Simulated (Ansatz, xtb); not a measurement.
Molecule: sum formula HSiO (charge 0, doublet). It need not be the lowest isomer of its formula. 
Geometry from a B3LYP-D3(BJ)/def2-TZVP (Ansatz, a first-principles code) optimisation:
```
Si
O 1 1.5293
H 1 1.5278 2 117.75
```
Charge 0, spin multiplicity 2.

Harmonic wavenumbers from GFN2-xTB (xtb, at its own minimum), cm⁻¹: 617, 1371, 2214.

Task: Give the harmonic wavenumbers at B3LYP-D3(BJ)/def2-TZVP (Ansatz, finite differences of forces, unscaled).

Result: 615, 1173, 1909 cm⁻¹. Zero-point energy 5.3 kcal/mol.

Task: From these and the geometry, give the ideal-gas thermochemistry at 298.15 K and 1 atm (rigid rotor, harmonic oscillator).

Result: Point group Cs, rotational symmetry number 1. Rotational constants 300.5, 19.79, 18.57 GHz. S(trans) 37.34, S(rot) 18.62, S(vib) 0.47, S(elec, spin only) 1.38, S 57.8 cal/(mol K). H(298) - H(0) 2.48 kcal/mol; G - E(el) -9.5 kcal/mol.
